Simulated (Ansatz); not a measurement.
# RbI (SMILES [Rb][I]): the energy, rung by rung

The species is RbI (2 atoms), meant as a singlet with charge 0. As SMILES, `[Rb][I]`. The bond length is the measured one.

```tsv
atom	x (Å)	y (Å)	z (Å)
Rb	0.0000	0.0000	0.0000
I	0.0000	0.0000	3.1769
```

Each level gives the energy change with the Rb1–I2 bond stretched from 3.177 to 7.942 Å (eV). The values are calculated.

```tsv
level	kind	program	value (eV)	less FCI/STO-3G
SVWN5/STO-3G (restricted)	LDA	Ansatz	3.15	-0.50
BHLYP/STO-3G (restricted)	global hybrid	Ansatz	3.62	-0.03
PBE0/STO-3G (restricted)	global hybrid	Ansatz	3.39	-0.26
wB97X/STO-3G (restricted)	range-separated hybrid	Ansatz	3.82	+0.17
BCCD(T)/STO-3G (restricted)	coupled cluster or CI	Ansatz	3.65	0.00
CCSD/STO-3G (restricted)	coupled cluster or CI	Ansatz	3.65	0.00
CCSDTQ/STO-3G (restricted)	coupled cluster or CI	Ansatz	3.65	0.00
FCI/STO-3G	exact in the basis	Ansatz	3.65	0.00
```

FCI/STO-3G is exact within its basis and frozen core, so for wave-function methods in that basis the difference is their error; functionals converge differently with the basis, so for them it is only a difference. All-electron rows without a relativistic Hamiltonian named are non-relativistic. The first shape isn't each level's own minimum. The values span 3.15 to 3.82 eV. All rows use very small basis sets, so none should be taken for the real molecule's value. In the correlated wave-function rows the outer d shell of I is correlated, in sets not made for it.
